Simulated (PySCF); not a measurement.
# Computed records: CH$_{4}$ClSi

Computed with PySCF 2.14.0. Calculation on a computer-drawn molecule: the log of a Hartree-Fock and frozen-core CCSD(T) single point meant for a local Hartree-Fock minimum, with one planted fault or none, to be diagnosed. Offsets are logged minus clean, where the clean run is the same molecule without the fault. The reference is restricted for singlets and unrestricted otherwise, and also for a bond in bohr or an excited solution. Adding or removing an electron swaps singlet and doublet. The excited solution moves the top pair (singlet) or top alpha electron (doublet) to the lowest empty orbital. Highest occupied and lowest empty are orbital energies over both spins, largest force is the largest gradient component, triples share is (T) over the correlation energy, the T1 limit is 0.02 restricted and 0.045 unrestricted, electrons count all cores, a negative frequency is imaginary (commonest isotopes), and the dipole is about the centre of nuclear charge.

### CH$_{4}$ClSi

Logged structure:
```xyz
7
CH4ClSi
C     -0.4776     0.8333     0.0186
Si     0.1507     2.5996     0.0352
Cl    -0.2999     3.5142    -1.7837
H      0.0005     0.2549    -0.7743
H     -1.5590     0.8176    -0.1442
H     -0.2637     0.3528     0.9773
H     -0.4935     3.4024     1.0993
```

* meant charge: 0
* meant multiplicity: 2
* meant basis: cc-pV(D+d)Z
* logged electrons: 40
* logged basis functions: 80
* logged SCF converged: yes
* logged spin squared: 0
* logged highest occupied: -17.957 eV
* logged lowest empty: -7.18 eV
* logged largest force: 0.088099 hartree/bohr
* logged T1 diagnostic: 0.018377
* logged D1 diagnostic: 0.069931
* logged triples share: 0.030121
* logged CC converged: yes
* logged dipole magnitude: 4.824 debye
* logged SCF stable within its kind: yes
* logged energy HF: -788.36091 hartree
* logged energy CCSD(T): -788.78242 hartree
* possible faults: no fault, one electron removed, one electron added, multiplicity raised by two, geometry at a saddle point, SCF held on an excited solution, minimal basis STO-3G, one bond length entered in bohr, all coordinates scaled
* planted fault: one electron removed
* HF energy offset from clean run: 188.7 kcal/mol
* CCSD(T) energy offset from clean run: 187 kcal/mol

Drawn bonds:
| atom | other atom | order |
| --- | --- | --- |
| 1 | 2 | 1 |
| 2 | 3 | 1 |
| 1 | 4 | 1 |
| 1 | 5 | 1 |
| 1 | 6 | 1 |
| 2 | 7 | 1 |
